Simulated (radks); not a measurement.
Results of a calculation; reference values are marked as such.
Species: Cs14+. Configuration: [Ar] 3d10 4s2 4p4 4d7 (not the ground configuration). Code: a radial shooting solver on a logarithmic mesh with Libxc functionals. Model: Dirac Kohn-Sham, SOGGA, spin-unpolarised, spherical densities, point nucleus; open shells fill j = l - 1/2 first.

Normalised radial functions P(r) = r R(r) (large component), r in bohr:

```
   r/bohr * 3d3/2, o 4d5/2 (the largest magnitude, 1.96, reaches the edge; | marks zero, & curves that meet)
0.0009127                             &
 0.001037                             &
 0.001179                             &
  0.00134                             &
 0.001511                             &
 0.001717                             &
 0.001952                             &
 0.002218                             &
 0.002521                             &
 0.002865                             &
 0.003256                             &
 0.003672                             &
 0.004173                             &
 0.004743                             &
  0.00539                             &
 0.006127                             &
 0.006963                             &
 0.007914                             &
 0.008923                             &
  0.01014                             &
  0.01153                             &
   0.0131                             &
  0.01489                             &
  0.01692                             &
  0.01923                             &
  0.02169                             o*
  0.02465                             o*
  0.02801                             |&
  0.03184                             |o*
  0.03618                             |o*
  0.04113                             |o *
  0.04674                             | o *
   0.0527                             | o  *
   0.0599                             |  o  *
  0.06808                             |   o   *
  0.07737                             |    o    *
  0.08794                             |     o     *
  0.09995                             |      o       *
   0.1136                             |       o        *
   0.1281                             |        o          *
   0.1456                             |         o            *
   0.1654                             |         o              *
    0.188                             |         o               *
   0.2137                             |        o                 *
   0.2429                             |       o                  *
   0.2761                             |    o                   *
   0.3113                             | o                    *
   0.3538                           o |                   *
   0.4021                      o      |               *
    0.457                  o          |           *
   0.5194               o             |        *
   0.5903            o                |     *
   0.6709           o                 |  *
   0.7564            o                | *
   0.8597             o               |*
   0.9771                o            *
    1.111                   o         *
    1.262                      o      *
    1.435                         o   *
     1.63                           o *
    1.838                            o*
    2.089                             &
    2.375                             &
    2.699                             &
```

3d3/2: eigenvalue -1012.4 eV, 0 radial nodes, <r> = 0.270 bohr, 90 % of the charge inside 0.423 bohr. 4d5/2: eigenvalue -335.94 eV, 1 radial node at r = 0.330 bohr, <r> = 0.745 bohr, 90 % of the charge inside 1.10 bohr.
